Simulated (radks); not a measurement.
Results of a calculation; reference values are marked as such.
Problem. Ionisation of neutral calcium, [Ar] 4s2, to Ca+, [Ar] 4s1, under several functionals. Scalar-relativistic Kohn-Sham, spin-unpolarised, spherical densities, finite nucleus; a radial shooting solver on a logarithmic mesh with Libxc functionals. Known Delta-SCF values: PW91 6.341 eV; MS2 meta-GGA 6.331 eV; LDA (Slater exchange, VWN5 correlation) 6.456 eV. What does PBE give, and what is its highest occupied eigenvalue?

Solution. 6.309 eV by Delta-SCF; the 4s eigenvalue is -3.766 eV. NIST: 6.113 eV (measured).

Beside tabulated values, note that spin-unpolarised runs miss the spin-polarisation part of the exchange energy of open shells.
